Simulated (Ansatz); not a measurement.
Basis-set extrapolation for AlBF2H2O, SMILES `O[B](F)[AlH][F]` (PBE0-D4/def2-TZVP geometry, frozen core, the Gaussian-basis code of Ansatz). Multiplicity 1, RHF reference.

|  | def2-TZVPP | def2-QZVPP |
| --- | --- | --- |
| HF | -541.829388 | -541.850904 |
| MP2 correlation | -0.905026 | -0.986091 |
| CCSD(T) correlation | -0.950677 | -1.028251 |

Energies in hartree. Use E(X) = E(∞) + A·exp(−7.88·√X) for Hartree–Fock and E(X) = E(∞) + B·X^(−2.97) for correlation, with X = 3 and 4.

**Question.** What is the CCSD(T) energy at the basis-set limit?

**Answer.** HF limit: -541.850904 + (-0.021516) × 0.13774 = -541.85387. Correlation limit: -1.028251 + (-0.077574) × 0.74074 = -1.08571. Total: -542.93958 hartree, 418.8 kJ/mol below CCSD(T)/def2-TZVPP.
